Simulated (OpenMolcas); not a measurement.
Pd2+ (d8) in a complex was computed by CASSCF with the d shell active (OpenMolcas, ANO-RCC-VDZP on the metal). Its lowest spin-free states, and all those of the highest spin:

| 2S+1 | Degeneracy | E (cm-1) |
| --- | --- | --- |
| 3 | 3 | 0.0 |
| 3 | 3 | 3716 |
| 3 | 1 | 8115 |
| 1 | 2 | 10588 |
| 1 | 3 | 10998 |
| 3 | 3 | 14713 |
| 1 | 3 | 17333 |
| 1 | 1 | 18625 |
| 1 | 3 | 18712 |
| 1 | 2 | 21943 |
| 1 | 1 | 41048 |

Problem. Is the site octahedral, tetrahedral or cube-like, axial, or of lower symmetry?

Solution. The states with 2S+1 = 3 have orbital degeneracies 3, 3, 1, 3. Threefold states need a cubic site. For d8 at this spin an octahedron puts the single A2 below the threefold T2 and a tetrahedron or cube puts the threefold T1 below the threefold T2, so the site is a tetrahedron or a cube, which this pattern cannot tell apart. The run had Pd2+ with 4 ligands (bromide) in tetrahedral coordination (Td) at 2.55 Å. A charge of +0.5 e stands 2.8 Å behind each ligand. Ligand basis ANO-RCC-VDZP.

An orbital triplet at a regular site is open to Jahn-Teller coupling, which can distort the site and quench the lowest spin-orbit gaps and is left out. Without dynamic correlation the repulsion within the d shell is too large (B by tens of per cent), so at a given field states of lower spin stand too high. Real 4d8 and 5d8 ions are as a rule square planar and diamagnetic. The least metal-like active orbital is 85 % on the metal (Löwdin) and no ligand orbital is active, so the numbers are rough. With metal d orbitals alone the field can be off either way by tens of per cent. Ligand-to-metal charge-transfer states are missing. With no ligand orbital active B as a rule stays too high, so bands that hang on it stand too high and its fall with covalency is understated. No measured value stands beside these numbers; the geometry was imposed, not optimised, and the real ion may take another.
